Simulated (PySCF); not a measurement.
# Atomic charges by several schemes

Species: C5H11F3P (charge +1).
Z-matrix (Å and degrees, GFN2-xTB geometry), rows numbered from 1:
```
C 
C   1  1.5280
P   2  1.8141  1  112.06
C   3  1.7993  2  112.08  1  -176.46
C   3  1.8299  2  108.97  1    59.72
C   5  1.5248  3  107.96  2   175.68
F   6  1.3177  5  113.41  3   158.34
F   6  1.3338  5  111.17  3   -78.91
F   6  1.3503  5  108.92  3    37.79
H   1  1.0882  2  111.19  3    55.05
H   1  1.0869  2  111.75  3   -66.88
H   1  1.0867  2  109.42  3   173.99
H   2  1.0947  1  111.17  3   121.55
H   2  1.0944  1  110.43  3  -119.13
H   3  1.3781  2  108.48  1   -55.04
H   4  1.0922  3  109.95  2   -69.60
H   4  1.0910  3  109.00  2    49.96
H   4  1.0910  3  110.75  2   169.84
H   5  1.0947  3  110.40  2   -65.57
H   5  1.0950  3  111.11  2    55.48
```

Density: PBE0/pcSseg-1 (PySCF); schemes: Mulliken, IAO, Hirshfeld and ESP-fitted. One conformer (not necessarily the lowest) at the GFN2-xTB geometry, without solvent, vibrations or thermal averaging.

Q: Give the atomic charges in each scheme.

A: In e:

```tsv
atom	environment	Mulliken	IAO	Hirshfeld	ESP-fitted
C1	methyl carbon	-0.287	-0.426	-0.095	-0.245
C2	sp3 carbon bound to phosphorus	-0.468	-0.461	-0.073	-0.192
P3	phosphonium phosphorus	+0.483	+1.072	+0.472	+0.635
C4	sp3 carbon bound to phosphorus	-0.458	-0.640	-0.122	-0.726
C5	sp3 carbon bound to phosphorus	-0.497	-0.519	-0.106	-0.588
C6	CF3 carbon	+0.813	+0.818	+0.276	+0.640
F7	fluorine of a CF3 group	-0.214	-0.237	-0.051	-0.142
F8	fluorine of a CF3 group	-0.247	-0.270	-0.062	-0.175
F9	fluorine of a CF3 group	-0.271	-0.291	-0.067	-0.196
H10	methyl hydrogen	+0.149	+0.159	+0.059	+0.091
H11	methyl hydrogen	+0.150	+0.156	+0.057	+0.096
H12	methyl hydrogen	+0.180	+0.190	+0.078	+0.145
H13	methylene hydrogen	+0.204	+0.186	+0.077	+0.138
H14	methylene hydrogen	+0.207	+0.189	+0.079	+0.137
H15	P–H hydrogen	+0.173	+0.037	+0.054	+0.101
H16	methyl hydrogen	+0.205	+0.203	+0.084	+0.259
H17	methyl hydrogen	+0.206	+0.203	+0.089	+0.252
H18	methyl hydrogen	+0.218	+0.212	+0.078	+0.271
H19	methylene hydrogen	+0.229	+0.211	+0.086	+0.238
H20	methylene hydrogen	+0.224	+0.208	+0.086	+0.260
```

Mean size of the charges over all atoms: IAO 0.334 e, Mulliken 0.294 e, ESP-fitted 0.276 e, Hirshfeld 0.108 e. Each set sums to the total charge, 1, to within 0.001 e. The Mulliken scheme gives each basis function's population to the atom it is centred on and halves the overlap population of two atoms between them. The IAO scheme projects the occupied orbitals on a minimal set of polarised atomic orbitals and counts the electrons in each atom's part of it.

Lowest charge. The schemes don't all agree: Mulliken C5 (-0.497); IAO C4 (-0.640); Hirshfeld C4 (-0.122); ESP-fitted C4 (-0.726).

Highest charge. The schemes don't all agree: Mulliken C6 (+0.813); IAO P3 (+1.072); Hirshfeld P3 (+0.472); ESP-fitted C6 (+0.640).

Q: How closely do the schemes follow one another over all atoms?

A: Correlation coefficient and root-mean-square difference: IAO with Hirshfeld 0.97, 0.284 e; IAO with ESP-fitted 0.95, 0.141 e; Mulliken with IAO 0.95, 0.145 e; Mulliken with ESP-fitted 0.94, 0.114 e; Hirshfeld with ESP-fitted 0.89, 0.223 e; Mulliken with Hirshfeld 0.87, 0.225 e.

Q: Sum the charges by element, for elements with more than one atom.

A: 
```json
{"element": "C", "atoms": "5", "Mulliken": "-0.897", "IAO": "-1.228", "Hirshfeld": "-0.121", "ESP-fitted": "-1.110"}
{"element": "F", "atoms": "3", "Mulliken": "-0.733", "IAO": "-0.798", "Hirshfeld": "-0.180", "ESP-fitted": "-0.513"}
{"element": "H", "atoms": "11", "Mulliken": "+2.147", "IAO": "+1.954", "Hirshfeld": "+0.829", "ESP-fitted": "+1.988"}
```

The run behind these numbers computed NMR shieldings as well. On Arm Neoverse V1, one thread, shared host with 32 logical CPUs at a one-minute load of 11, this took 48 s (with the writing of density and orbital grids) and 1.0 GiB of memory at its peak.
